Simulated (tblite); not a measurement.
2,3-dihydrothiophene 1,1-dioxide, C4H6O2S.
Bonds: O1–S2 (double), S2–O3 (double), S2–C4, C4–C5 (double), C5–C6, C6–C7, S2–C7. Hydrogens: H8 on C4; H9 on C5; H10, H11 on C6; H12, H13 on C7.

Computed with GFN2-xTB (tblite), gas phase: Langevin dynamics at 600 K from the optimised GFN2-xTB geometry, time step 0.5 fs, friction 0.01 fs⁻¹, 2000 steps. The instantaneous temperature is 2·E(kin)/(3Nk) with all 3N coordinates.

| t (fs) | T (K) | E(pot) above start (eV) | O1=S2 (Å) | S2=O3 (Å) | S2–C4 (Å) | C4=C5 (Å) | C5–C6 (Å) | C4–H8 (Å) |
| --- | --- | --- | --- | --- | --- | --- | --- | --- |
| 0 | 500 | 0.000 | 1.437 | 1.436 | 1.793 | 1.315 | 1.504 | 1.070 |
| 25 | 435 | 0.442 | 1.454 | 1.435 | 1.737 | 1.277 | 1.536 | 1.050 |
| 50 | 466 | 0.966 | 1.455 | 1.458 | 1.780 | 1.323 | 1.541 | 1.108 |
| 75 | 490 | 0.812 | 1.402 | 1.437 | 1.850 | 1.361 | 1.548 | 1.094 |
| 100 | 595 | 0.660 | 1.370 | 1.438 | 1.803 | 1.337 | 1.536 | 1.032 |
| 125 | 555 | 1.096 | 1.459 | 1.468 | 1.784 | 1.275 | 1.566 | 1.090 |
| 150 | 602 | 0.977 | 1.498 | 1.498 | 1.779 | 1.300 | 1.489 | 1.089 |
| 175 | 542 | 1.203 | 1.466 | 1.492 | 1.857 | 1.325 | 1.517 | 1.062 |
| 200 | 678 | 0.734 | 1.406 | 1.407 | 1.777 | 1.327 | 1.551 | 1.111 |
| 225 | 432 | 0.980 | 1.443 | 1.396 | 1.808 | 1.285 | 1.512 | 1.062 |
| 250 | 384 | 1.047 | 1.482 | 1.409 | 1.841 | 1.289 | 1.511 | 1.029 |
| 275 | 489 | 0.705 | 1.472 | 1.430 | 1.769 | 1.311 | 1.470 | 1.116 |
| 300 | 471 | 0.729 | 1.499 | 1.443 | 1.812 | 1.333 | 1.464 | 1.074 |
| 325 | 454 | 0.466 | 1.431 | 1.473 | 1.787 | 1.316 | 1.481 | 1.058 |
| 350 | 604 | 0.676 | 1.419 | 1.453 | 1.820 | 1.325 | 1.593 | 1.096 |
| 375 | 604 | 0.731 | 1.440 | 1.468 | 1.761 | 1.362 | 1.532 | 1.103 |
| 400 | 491 | 1.093 | 1.461 | 1.475 | 1.747 | 1.349 | 1.438 | 1.050 |
| 425 | 713 | 0.653 | 1.483 | 1.444 | 1.841 | 1.327 | 1.529 | 1.122 |
| 450 | 591 | 0.747 | 1.428 | 1.420 | 1.724 | 1.320 | 1.569 | 1.108 |
| 475 | 540 | 0.845 | 1.404 | 1.411 | 1.845 | 1.350 | 1.460 | 1.025 |
| 500 | 692 | 0.636 | 1.463 | 1.459 | 1.757 | 1.348 | 1.493 | 1.154 |
| 525 | 572 | 0.977 | 1.480 | 1.505 | 1.891 | 1.283 | 1.567 | 1.088 |
| 550 | 699 | 0.952 | 1.481 | 1.494 | 1.851 | 1.263 | 1.552 | 0.993 |
| 575 | 720 | 0.904 | 1.430 | 1.431 | 1.666 | 1.371 | 1.495 | 1.136 |
| 600 | 466 | 1.137 | 1.406 | 1.391 | 1.922 | 1.377 | 1.586 | 1.062 |
| 625 | 550 | 1.081 | 1.448 | 1.395 | 1.736 | 1.288 | 1.516 | 1.065 |
| 650 | 591 | 0.724 | 1.480 | 1.437 | 1.853 | 1.310 | 1.531 | 1.076 |
| 675 | 532 | 0.908 | 1.518 | 1.454 | 1.739 | 1.367 | 1.504 | 1.085 |
| 700 | 851 | 0.836 | 1.480 | 1.435 | 1.902 | 1.329 | 1.480 | 1.077 |
| 725 | 565 | 1.088 | 1.448 | 1.373 | 1.778 | 1.342 | 1.472 | 1.108 |
| 750 | 595 | 0.742 | 1.470 | 1.388 | 1.788 | 1.303 | 1.500 | 1.072 |
| 775 | 554 | 1.148 | 1.458 | 1.402 | 1.877 | 1.287 | 1.512 | 1.035 |
| 800 | 580 | 1.249 | 1.466 | 1.429 | 1.741 | 1.334 | 1.423 | 1.094 |
| 825 | 485 | 1.246 | 1.464 | 1.454 | 1.888 | 1.341 | 1.535 | 1.048 |
| 850 | 874 | 0.807 | 1.409 | 1.475 | 1.833 | 1.252 | 1.490 | 1.059 |
| 875 | 549 | 1.218 | 1.345 | 1.440 | 1.896 | 1.295 | 1.479 | 1.115 |
| 900 | 548 | 1.213 | 1.355 | 1.478 | 1.852 | 1.353 | 1.516 | 1.058 |
| 925 | 783 | 0.825 | 1.408 | 1.495 | 1.777 | 1.308 | 1.500 | 1.071 |
| 950 | 725 | 0.941 | 1.416 | 1.481 | 1.853 | 1.267 | 1.454 | 1.148 |
| 975 | 686 | 0.776 | 1.411 | 1.426 | 1.834 | 1.321 | 1.570 | 1.034 |
| 1000 | 724 | 0.904 | 1.447 | 1.437 | 1.760 | 1.362 | 1.644 | 1.044 |

Problem. From 500 fs on, how do temperature and potential energy compare with equipartition?

Solution. The mean temperature of these 21 frames is 635 K against the target 600 K, and the mean potential energy 0.97 eV against 33 × kT/2 = 0.85 eV for 33 classical harmonic modes. For 13 atoms in a canonical ensemble the temperature itself scatters by T·√(2/(3N)) = 136 K; here its standard deviation is 112 K. The whole run lasts only 10 friction times of 100 fs, so these averages carry a wide statistical error.

Problem. What are the kinetic and total energies of the listed frame with the highest potential energy?

Solution. The one at 800 fs, 1.249 eV above the start. Its kinetic energy is 3NkT/2 = 0.974 eV at 580 K, so the sum is 2.22 eV; over the listed frames the sum runs from 0.84 to 2.28 eV, since the thermostat adds and removes energy.

Problem. How much do the listed bonds fluctuate from 500 fs on?

Solution. 
```
 bond  at the start (Å)  mean (Å)  standard deviation (Å)
O1=S2             1.437     1.442                   0.042
S2=O3             1.436     1.442                   0.037
S2–C4             1.793     1.819                   0.068
C4=C5             1.315     1.319                   0.037
C5–C6             1.504     1.515                   0.048
C4–H8             1.070     1.077                   0.038
```

The motion is classical and holds no zero-point motion.

What follows is the cost of the whole dynamics run. Time: 10 s wall; peak memory 0.18 GiB. Hardware: one thread of an Intel Xeon Platinum 8488C, shared host.
